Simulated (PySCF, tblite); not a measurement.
Species: C5H3F3OS.
SMILES with atom numbers: `[F:1][C:2]([F:3])([F:4])[S:5][c:6]1[cH:7][cH:8][cH:9][o:10]1` (hydrogens: H11 on C7; H12 on C8; H13 on C9)

Computed with GFN2-xTB (tblite), gas phase: Langevin dynamics at 200 K from the optimised GFN2-xTB geometry, time step 0.5 fs, friction 0.01 fs⁻¹, 2000 steps. Over the second half of the run the saved frames average 180 K.

Frame at 250 fs, instantaneous temperature 168 K:
```
atom  x, y, z in Å
F1      1.908   -0.301    1.538
C2      2.218    0.026    0.279
F3      1.942    1.330    0.089
F4      3.540   -0.146    0.195
S5      1.356   -0.948   -1.046
C6     -0.309   -0.414   -0.550
C7     -1.339   -1.207   -0.091
C8     -2.446   -0.335    0.007
C9     -1.990    0.884   -0.320
O10    -0.669    0.857   -0.643
H11    -1.364   -2.262   -0.038
H12    -3.507   -0.543    0.248
H13    -2.536    1.780   -0.315
```

Frame at 425 fs, instantaneous temperature 203 K:
```
atom  x, y, z in Å
F1      1.709   -0.344    1.926
C2      2.080   -0.091    0.656
F3      1.839    1.238    0.554
F4      3.394   -0.247    0.519
S5      1.141   -1.026   -0.601
C6     -0.550   -0.697   -0.406
C7     -1.519   -1.654   -0.482
C8     -2.704   -0.888   -0.388
C9     -2.337    0.432   -0.177
O10    -1.041    0.514   -0.263
H11    -1.420   -2.721   -0.534
H12    -3.737   -1.262   -0.373
H13    -2.916    1.288    0.014
```

Frame at 625 fs, instantaneous temperature 170 K:
```
atom  x, y, z in Å
F1      1.279   -0.603    1.737
C2      1.818   -0.268    0.543
F3      1.891    1.060    0.507
F4      3.054   -0.760    0.648
S5      0.964   -0.901   -0.949
C6     -0.692   -0.816   -0.373
C7     -1.765   -1.655   -0.388
C8     -2.744   -0.907    0.312
C9     -2.198    0.289    0.635
O10    -0.925    0.352    0.152
H11    -1.852   -2.654   -0.807
H12    -3.669   -1.293    0.738
H13    -2.527    1.197    1.039
```

Frame at 800 fs, instantaneous temperature 216 K:
```
atom  x, y, z in Å
F1      1.154   -0.827    1.580
C2      1.787   -0.403    0.532
F3      1.893    0.913    0.654
F4      3.060   -0.872    0.410
S5      0.890   -0.994   -0.971
C6     -0.771   -0.651   -0.386
C7     -1.898   -1.395   -0.421
C8     -2.874   -0.529    0.223
C9     -2.286    0.653    0.411
O10    -1.000    0.583   -0.005
H11    -1.963   -2.479   -0.628
H12    -3.885   -0.787    0.319
H13    -2.535    1.571    0.853
```

Frame at 1000 fs, instantaneous temperature 173 K:
```
atom  x, y, z in Å
F1      1.304   -1.240    1.674
C2      1.736   -0.769    0.449
F3      1.918    0.533    0.649
F4      2.938   -1.284    0.196
S5      0.579   -1.185   -0.958
C6     -0.861   -0.631   -0.231
C7     -1.856   -1.419    0.294
C8     -2.796   -0.411    0.688
C9     -2.241    0.798    0.513
O10    -1.058    0.705   -0.133
H11    -1.848   -2.495    0.362
H12    -3.734   -0.501    1.214
H13    -2.739    1.740    0.603
```

Task: What do single points at PBE0/pcSseg-1 (PySCF, gas phase) give on these frames?

Result: 
```json
{"t (fs)": "250", "GFN2-xTB E above start (eV)": "0.25", "DFT E above lowest frame (eV)": "0.00", "HOMO (eV)": "-7.10", "LUMO (eV)": "-0.91", "dipole (D)": "2.76"}
{"t (fs)": "425", "GFN2-xTB E above start (eV)": "0.34", "DFT E above lowest frame (eV)": "0.14", "HOMO (eV)": "-6.83", "LUMO (eV)": "-0.72", "dipole (D)": "2.75"}
{"t (fs)": "625", "GFN2-xTB E above start (eV)": "0.32", "DFT E above lowest frame (eV)": "0.15", "HOMO (eV)": "-6.87", "LUMO (eV)": "-0.78", "dipole (D)": "2.71"}
{"t (fs)": "800", "GFN2-xTB E above start (eV)": "0.34", "DFT E above lowest frame (eV)": "0.09", "HOMO (eV)": "-6.99", "LUMO (eV)": "-0.66", "dipole (D)": "2.48"}
{"t (fs)": "1000", "GFN2-xTB E above start (eV)": "0.33", "DFT E above lowest frame (eV)": "0.03", "HOMO (eV)": "-7.23", "LUMO (eV)": "-1.11", "dipole (D)": "2.81"}
```

The two levels order the frames alike by energy but for pairs within 0.08 eV at one level; measured from each level's lowest frame they differ by 0.08 eV at most. The HOMO–LUMO gap runs from 6.09 to 6.33 eV. These are instantaneous structures, not minima.

Task: And the isotropic GIAO shieldings (ppm) from the same runs?

Result: 
```
atom  250 fs  425 fs  625 fs  800 fs  1000 fs   mean  range
  F1   217.9   211.6   211.1   226.2    201.2  213.6   25.0
  C2    42.9    43.1    44.2    46.1     40.8   43.4    5.3
  F3   197.8   195.0   201.1   217.8    210.5  204.4   22.8
  F4   228.5   231.4   220.8   219.5    228.0  225.6   11.9
  S5   321.7   384.4   355.5   332.2    373.8  353.5   62.7
  C6    40.7    51.1    46.4    40.6     40.5   43.9   10.6
  C7    60.9    63.6    69.5    64.5     53.3   62.4   16.2
  C8    64.8    61.4    68.2    69.6     64.8   65.8    8.2
  C9    33.6    39.4    36.2    41.3     33.3   36.8    8.0
 O10    24.8    39.4    18.1    29.0     18.1   25.9   21.3
 H11    24.9    24.4    24.5    24.3     23.8   24.4    1.1
 H12    24.3    24.5    24.7    25.5     25.0   24.8    1.2
 H13    24.3    24.1    24.4    24.5     23.9   24.2    0.6
```

The cost below is that of the whole dynamics run. Time: 54 s wall, 48 s CPU; peak memory 0.18 GiB. Hardware: one thread of an AMD EPYC, on a shared host.
